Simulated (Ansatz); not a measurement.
Correlation energies of C2H4GeN, SMILES `[CH3][GeH][C]#N` radical by basis set

```xyz
8

C     0.3551   -0.8432   -0.8322
Ge    0.4855    0.8462    0.1330
C    -0.6196    0.7361    1.7024
N    -1.2099    0.6565    2.6912
H     0.9785   -0.8076   -1.7250
H     0.6834   -1.6615   -0.1928
H    -0.6847   -1.0084   -1.1219
H     0.0117    2.0819   -0.6549
```

Charge 0, multiplicity 2. Correlated methods include outer-core shells of Ge, which these sets cover unevenly. Scalar relativity is left out up to krypton. Geometry: relaxed with PBE0-D4/def2-TZVP. Frozen core, unrestricted reference, the Gaussian-basis code of Ansatz.

```json
{"basis": "def2-SVP", "HF (Eh)": "-2207.48631", "MP2 corr.": "-0.62848"}
{"basis": "def2-TZVPP", "HF (Eh)": "-2207.90632", "MP2 corr.": "-0.74239"}
{"basis": "def2-QZVPP", "HF (Eh)": "-2207.95357", "MP2 corr.": "-1.03704"}
```

Estimate the CCSD correlation energy and the (T) correction in each basis where they were run (hartree).


```tsv
basis	CCSD corr.	(T)
def2-SVP	-0.65393	-0.02367
def2-TZVPP	-0.76408	-0.03476
```
